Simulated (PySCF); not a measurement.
A GIAO shielding run with PySCF (density fitting, non-relativistic, gas phase) on SMILES C1OC[Si@@](CC)(N)N[SiH2]1, C$_{4}$H$_{14}$N$_{2}$OSi$_{2}$:

```
$ OMP_NUM_THREADS=1 python probes_run.py task.json out

{"job": {"kind": "nmr", "xc": "PBE0", "basis": "pcSseg-1"}, "charge": 0, "multiplicity": 1}
C     -2.876115    -0.821450     0.942404
C     -1.998581    -0.781503    -0.301829
Si    -0.439393     0.280055    -0.081748
N     -0.932385     1.935033     0.061281
C      0.689286    -0.324410     1.348834
O      1.965347     0.300069     1.310525
C      2.809690    -0.194038     0.283126
Si     2.284315     0.377799    -1.459351
N      0.575640     0.137739    -1.490419
H     -3.758028    -1.438475     0.777096
H     -3.210337     0.178412     1.208666
H     -2.327533    -1.232217     1.786753
H     -1.724352    -1.800363    -0.573800
H     -2.580811    -0.384495    -1.132134
H     -1.696089     2.168262     0.675462
H     -0.207674     2.631631     0.143591
H      0.822603    -1.415091     1.358078
H      0.277984    -0.041102     2.320610
H      2.856029    -1.290431     0.350138
H      3.802875     0.183991     0.532745
H      2.882355    -0.478247    -2.487482
H      2.661814     1.787624    -1.635613
H      0.118608     0.248191    -2.380978
```

Hardware: 1 thread of an Arm Neoverse V1, shared host. The job also computes population analyses, field gradients, ring-centre shieldings.

Q: How large is the calculation?

A: 88 electrons, 237 basis functions and 1267 auxiliary functions.

Q: How long does it take, and how much memory does it need?

A: 93 s of wall time, with 14 SCF cycles and 4 response iterations; peak memory 1.1 GiB. Times on a shared host scatter by some tens of per cent.
